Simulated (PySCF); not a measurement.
A GIAO shielding run with PySCF (density fitting, non-relativistic, gas phase) on SMILES Fc1c(CCC)n([SiH3])nc1, C6H11FN2Si:

```
$ OMP_NUM_THREADS=1 python probes_run.py task.json out

{"job": {"kind": "nmr", "xc": "PBE0", "basis": "pcSseg-1"}, "charge": 0, "multiplicity": 1}
C      2.001962    -0.683922     0.814847
C      1.887841    -0.421708    -0.680840
C      0.441650    -0.544368    -1.179743
C     -0.430513     0.503433    -0.585763
C     -0.422412     1.869060    -0.769006
F      0.391234     2.562405    -1.585096
C     -1.432606     2.386958     0.053532
N     -2.016953     1.403015     0.696960
N     -1.415137     0.260834     0.316671
Si    -2.046733    -1.231594     1.006754
H      1.672748    -1.693615     1.052008
H      1.389733     0.018999     1.375937
H      3.033179    -0.573376     1.141719
H      2.509073    -1.135307    -1.225825
H      2.256081     0.580939    -0.905206
H      0.044146    -1.529884    -0.927979
H      0.433986    -0.433924    -2.267709
H     -1.737906     3.404513     0.188987
H     -0.961035    -1.874816     1.748342
H     -3.139614    -0.773495     1.843965
H     -2.467643    -2.077201    -0.113028
```

Hardware: 1 thread of an Arm Neoverse N1, shared host. The job also computes population analyses, field gradients, ring-centre shieldings.

(1) How large is the calculation?

(2) How long does it take, and how much memory does it need?

Results:

(1) 84 electrons, 232 basis functions and 1214 auxiliary functions.

(2) 97 s of wall time, with 14 SCF cycles and 5 response iterations; peak memory 1.1 GiB. Times on a shared host scatter by some tens of per cent.
